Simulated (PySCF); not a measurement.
BH, SMILES [BH] (connectivity only; charge and spin as stated), neutral, multiplicity 1.

Geometry: r2SCAN-D4/def2-TZVPD.

Vertical ionisation energy (IE) and electron affinity (EA) in eV. Rows of orbital energies are one-electron estimates. Where ΔSCF, EOM or ADC give a negative EA the extra electron is unbound and the value depends on the basis.

```csv
level,IE,EA
"−ε(HOMO), −ε(LUMO), PBE/def2-TZVPD (PySCF)",___,___
"−ε(HOMO), −ε(LUMO), PBE0/def2-TZVPD (PySCF)",6.68,2.35
EOM-CCSD/aug-cc-pVDZ (PySCF),9.69,-0.04
ADC(2)/aug-cc-pVDZ (PySCF),9.37,-0.06
```

**Question.** Fill in the missing entries. (An estimate is asked for; the answer gives what the named calculation found.)

**Answer.** 
- −ε(HOMO), −ε(LUMO), PBE/def2-TZVPD (PySCF), IE: 5.53
- −ε(HOMO), −ε(LUMO), PBE/def2-TZVPD (PySCF), EA: 3.49

Computed lowest 1s main lines (those of the lightest heavy element) from CVS-ADC(2)-x/aug-cc-pVDZ (PySCF, non-relativistic), with pole strengths:
202.5 eV (1.59).

**Question.** Beyond the first one, list the lowest photoelectron lines from PySCF with ADC(2)/aug-cc-pVDZ with their pole strengths (two spins summed). (Estimate from the structure and the level; the computed values follow.)

**Answer.** 17.22 eV (1.86).
